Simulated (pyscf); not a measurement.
Single points on ωB97X-D3(BJ)/def2-SVP structures (PySCF, gas phase). Correlated levels are frozen-core, on RHF or UHF. ΔMP2 is the change of the MP2 total energy from the triple- to the quadruple-zeta basis. Singlets are restricted, triplets unrestricted.

Singlet (Å):
```xyz
7

C     -0.1446     0.6681     1.7565
C      0.0356     0.0024     0.6210
C     -0.3630    -1.4417     0.6060
F      0.5406     0.5122    -0.5041
H      0.5158    -2.0656     0.3800
H     -0.7670    -1.7427     1.5849
H     -1.1374    -1.6029    -0.1601
```

Triplet (Å):
```xyz
7

C     -0.6995     0.0744     1.8326
C     -1.1356     0.0438     0.4876
C     -0.3149    -0.0824    -0.7461
F     -2.4371     0.1405     0.2225
H     -0.6492    -0.9598    -1.3254
H     -0.4685     0.8050    -1.3838
H      0.7484    -0.1809    -0.4958
```

**Question.** For these two minima of :C=C(CH₃)–F, which spin state lies lower at CCSD(T)/def2-TZVPP + ΔMP2(QZVPP), and by how much (electronic energies)?

**Answer.** The singlet, by 32.6 kcal/mol. Zero-point energy shifts E(triplet) − E(singlet) by -0.7 kcal/mol. :C=C(CH₃)–F [singlet] lies 52.8 kcal/mol over its isomer H₂C=C=CH–F, and others may lie lower still (electronic energy, ωB97M-D3(BJ)). 

E(triplet) − E(singlet) by level (kcal/mol):

```csv
level,gap
ωB97X-D3(BJ)/def2-TZVP,+28.0
PBE/def2-TZVP,+25.2
r²SCAN/def2-TZVP,+21.4
B3LYP-D3(BJ)/def2-TZVP,+26.9
PBE0-D3(BJ)/def2-TZVP,+23.9
M06-2X/def2-TZVP,+27.0
ωB97M-D3(BJ)/def2-TZVP,+28.9
HF/def2-TZVP,+11.8
MP2/def2-QZVPP,+32.6
CCSD/def2-TZVPP,+30.1
CCSD(T)/def2-TZVPP,+31.7
CCSD(T)/def2-TZVPP + ΔMP2(QZVPP),+32.6
```

The triplet is the lowest one reached from the SCF start used. The CCSD(T) − MP2 part came from Ansatz, without density fitting, on the same reference.
